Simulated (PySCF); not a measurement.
## Removing an electron from `CO[SiH2]OCC(=O)O`

Compound: C3H8O4Si.
Structure used (PBE0-D3(BJ)/def2-SVP), in Å, numbered top down from 1:
```
atom  x, y, z in Å
C1    -3.2934   -0.4763   -0.2026
O2    -1.9946   -0.2495   -0.6558
Si3   -0.6926   -0.0846    0.3656
O4     0.5290    0.0938   -0.7581
C5     1.8800    0.3008   -0.6380
C6     2.3404    0.3117    0.7971
O7     1.5858    0.1740    1.7270
O8     3.6499    0.4911    0.9264
H9    -3.9507   -0.6494   -1.0691
H10   -3.3654   -1.3661    0.4532
H11   -3.7003    0.3869    0.3589
H12   -0.9038    1.1303    1.2033
H13   -0.5904   -1.3337    1.1725
H14    2.1866    1.2628   -1.0920
H15    2.4561   -0.4818   -1.1673
H16    3.8511    0.4881    1.8753
```

Level: wB97X-D/def2-SVPD (PySCF). Frontier orbitals with their largest atomic shares (Löwdin; up to four atoms above 4 %):

```
orbital  ε (eV)                           main atoms
 HOMO−3  -10.89   O7 28 %, O2 16 %, O4 11 %, C5 10 %
 HOMO−2  -10.32   O2 38 %, O7 13 %, C1 10 %, Si3 9 %
 HOMO−1  -10.24   O4 44 %, O2 11 %, C5 10 %, Si3 8 %
   HOMO   -9.61                                    ?
   LUMO    1.42    C6 40 %, O7 29 %, O8 13 %, C5 9 %
 LUMO+1    1.73  O8 30 %, C6 18 %, H16 14 %, O7 13 %
 LUMO+2    2.25  Si3 37 %, C1 13 %, H13 6 %, H12 6 %
```

Problem. What vertical ionisation energy does ΔSCF give, and how far is −ε(HOMO) from it?

Solution. ΔSCF: 9.91 eV (956 kJ/mol; threshold wavelength 125 nm); ⟨S²⟩ of the doublet left behind is 0.757, against 0.75 for a pure doublet. −ε(HOMO) is 9.61 eV, 0.30 eV below it. In exact Kohn–Sham theory the two would be equal; wB97X-D (range-separated hybrid) falls short of its own ΔSCF value by 3 %.

Problem. On which atoms does the HOMO lie?

Solution. O2 (silyl ether oxygen) 46 %, Si3 (oxygen-bound silicon) 14 %, C1 (methoxy carbon) 9 %, H12 (Si–H hydrogen) 9 %. The HOMO−1 lies 0.63 eV lower.

Problem. With α = 77.0 au, estimate the like-pair dispersion coefficient by London's formula C6 = (3/4)α²I.

Solution. I = 0.3641 Eh, so C6 ≈ 1620 au, a rough estimate.

Problem. What kinetic energy would electrons from this vertical process carry with 118.2 nm light (10.49 eV)?

Solution. 10.49 − 9.91 = 0.58 eV.

Problem. How many of the 10 lowest singlet excitations (vertical TDDFT, same level) lie below the ionisation energy?

Solution. All 10; they run from 6.21 to 8.38 eV.

Problem. Shift the occupied levels rigidly so that −ε(HOMO) equals the ΔSCF value. What binding energies result?

Solution. The shift is +0.30 eV: HOMO 9.91, HOMO−1 10.54, HOMO−2 10.62, HOMO−3 11.19 eV. A rigid shift is only a rough guide to the deeper ionisations.

The structure is a single PBE0-D3(BJ)/def2-SVP conformer in the gas phase; no vibrational or solvent corrections.

These values come from a run that also computed excited states and ΔSCF ions. Time: 5.5 min wall (grids of density and orbitals included); peak memory 1.2 GiB. Hardware: one thread of an Arm Neoverse V2, no GPU (shared host).

wB97X-D is run here without its empirical dispersion term; that term would change no orbital, density or response property at a fixed geometry.
